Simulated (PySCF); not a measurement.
**How methods differ on the excitation energy of Sn⁺**

Sn⁺ [Kr] 4d10 5s2 5p1 (2P) → Sn⁺ [Kr] 4d10 5s1 5p2, s spin flipped, as a difference of total energies. Computed with PySCF 2.14 in aug-cc-pVQZ-PP with ECP28MDF (7s7p5d3f2g, 92 functions), with a scalar-relativistic core potential. Correlated levels: valence: 4s2 4p6 4d10 frozen. The calculations carry no spin-orbit coupling.

| method | excitation energy (eV) |
| --- | --- |
| UHF | 8.314 |
| LDA | 7.760 |
| PBE | 7.619 |
| PBE0 | 7.830 |
| r2SCAN | 7.797 |
| wB97X-V | 8.160 |
| wB97M-V | 8.038 |
| M06-2X | 7.798 |
| MP2 (valence) | 7.809 |
| SCS-MP2 (valence) | 7.764 |

Task: How much does correlation contribute at MP2 (valence)?

Result: 7.809 − (8.314) = -0.505 eV, measured against UHF.

The upper determinant mixes two multiplicities, so it lies between the two terms.
